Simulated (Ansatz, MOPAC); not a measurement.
Spectroscopic constants of TlO, multiplicity 2 (lowest of 2S+1 = 2, 4 at CCSD(T)/def2-TZVPP on PBE0 minima; our sources give no spin for the ground state, which may be another). No spin–orbit coupling.

Seven points along R, fitted to fifth degree in 1/R; most abundant isotopes. In def2 and cc sets the state is the lowest found near the PBE0 minimum, followed along R.

Correlated levels freeze the inner cores; with def2 sets outer-core shells near the valence are correlated too. CBS: X⁻³ extrapolation of the correlation energy, Hartree–Fock from the larger set. The state that PM7 reach isn't checked; PM7 holds dispersion and hydrogen-bond terms.

Run with Ansatz (a quantum-chemistry and plane-wave program) with Gaussian orbitals; MOPAC for PM7 (differences of heats of formation). Values without a source in brackets are computed. In def2 rows elements past Kr take small-core potentials, without spin–orbit coupling.

| level | r_e (Å) | ω_e (cm⁻¹) | ω_e x_e (cm⁻¹) | dipole (D) |
|---|---|---|---|---|
| PM7 | 2.107 | 705 | 3.7 | - |
| SVWN5/def2-TZVPP | 1.959 | 576 | 3.8 | 3.94 |
| PBE/def2-TZVPP | 2.014 | 505 | 3.4 | 4.10 |
| r2SCAN/def2-TZVPP | 2.011 | 509 | 3.1 | 4.15 |
| CCSD/def2-QZVPP | 2.032 | ___ | 2.6 | - |
| CCSD(T)/def2-TZVPP | 2.034 | 499 | 2.4 | - |
| CCSD(T)/def2-QZVPP | 2.023 | 505 | 2.7 | - |
| CCSD(T)/CBS(def2-TZVPP, def2-QZVPP) | ___ | ___ | 2.9 | - |

Problem. Fill in the missing entries.

Solution. 
- CCSD(T)/CBS(def2-TZVPP, def2-QZVPP), r_e (Å): 2.016
- CCSD(T)/CBS(def2-TZVPP, def2-QZVPP), ω_e (cm⁻¹): 512
- CCSD/def2-QZVPP, ω_e (cm⁻¹): 498
